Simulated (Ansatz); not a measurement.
Program: Ansatz. Geometries: PBE0-D4/def2-TZVP. ΔE: electronic, gas phase. CCSD(T)/CBS adds triple-zeta CCSD(T) − MP2 to the extrapolated MP2 energy (def2 sets, frozen cores). This one scheme is used for every species. Functionals use def2-TZVPP. Each species was taken in one conformer, which may not be the lowest.

`CCCCCCCCCCS` + H₂S → `SCCCS` + `CCCCCCC`  (substitution at a C–C bond)

`CCCCCCCCCCS`:

Cartesian coordinates in Å:
```
C -3.912 2.366 1.586
C -3.005 2.719 0.421
C -1.655 2.024 0.486
C -0.745 2.376 -0.681
C 0.647 1.764 -0.604
C 0.674 0.246 -0.693
C 2.086 -0.318 -0.684
C 2.167 -1.828 -0.861
C 1.542 -2.617 0.280
C 1.653 -4.123 0.124
S 3.399 -4.636 0.176
H -3.455 2.645 2.540
H -4.875 2.878 1.517
H -4.110 1.291 1.620
H -2.850 3.804 0.389
H -3.498 2.458 -0.523
H -1.155 2.291 1.426
H -1.815 0.941 0.525
H -0.651 3.467 -0.736
H -1.225 2.067 -1.619
H 1.129 2.079 0.330
H 1.262 2.174 -1.413
H 0.164 -0.070 -1.613
H 0.100 -0.179 0.135
H 2.662 0.162 -1.484
H 2.582 -0.037 0.253
H 1.679 -2.112 -1.802
H 3.216 -2.119 -0.967
H 2.001 -2.317 1.229
H 0.477 -2.375 0.361
H 1.214 -4.439 -0.826
H 1.122 -4.623 0.935
H 3.176 -5.959 0.173
```

H₂S:

Z-matrix (Å, degrees):
```
S
H 1 1.341
H 1 1.341 2 92.3
```

`SCCCS`:

Cartesian coordinates in Å:
```
S 1.224 1.525 -1.397
C -0.112 0.298 -1.410
C -0.612 -0.122 -0.037
C 0.438 -0.837 0.790
S -0.148 -1.369 2.418
H 0.503 2.533 -0.881
H 0.311 -0.558 -1.944
H -0.932 0.677 -2.022
H -0.970 0.760 0.505
H -1.480 -0.779 -0.163
H 1.331 -0.223 0.905
H 0.746 -1.763 0.295
H -0.299 -0.142 2.942
```

`CCCCCCC`:

Cartesian coordinates in Å:
```
C -0.260 -0.665 3.228
C 0.762 0.286 2.625
C 1.068 0.019 1.156
C -0.108 0.238 0.218
C 0.250 0.032 -1.244
C -0.918 0.251 -2.192
C -0.549 0.044 -3.650
H -1.236 -0.572 2.747
H -0.401 -0.470 4.293
H 0.063 -1.705 3.121
H 0.412 1.319 2.736
H 1.693 0.219 3.197
H 1.895 0.667 0.841
H 1.432 -1.011 1.045
H -0.930 -0.437 0.481
H -0.496 1.255 0.357
H 0.642 -0.984 -1.383
H 1.069 0.709 -1.517
H -1.309 1.266 -2.051
H -1.735 -0.427 -1.918
H -0.185 -0.973 -3.823
H 0.245 0.731 -3.956
H -1.403 0.208 -4.310
```

(1) Is it downhill or uphill in electronic energy at CCSD(T)/CBS, and by how much? (An estimate is asked.)

(2) What do these levels give: r2SCANh-D4, PBE, r2SCAN, PBE0, r2SCAN0, LC-ωPBE? (Estimate.)

Largest T1 diagnostic among the species: 0.010.

Results:

(1) The calculation gave: Uphill: ΔE = +6.9 kJ/mol.

(2) The calculation gave: r2SCANh-D4 3.1, PBE -3.8, r2SCAN 0.3, PBE0 -0.8, r2SCAN0 1.8, LC-ωPBE 1.8 kJ/mol.

In def2-TZVPP, CCSD(T) changes the Hartree–Fock value by +8.4 kJ/mol (the triples alone add −0.2 kJ/mol) and MP2 by +6.2 kJ/mol. Leaving LDA and LC-ωPBE aside and taking each functional with its dispersion term where it has one, the values, not all of them listed here, spread over 5.8 kJ/mol, from BLYP-D4 to ωB97M-V. LDA lies +10.5 kJ/mol from PBE without D4.
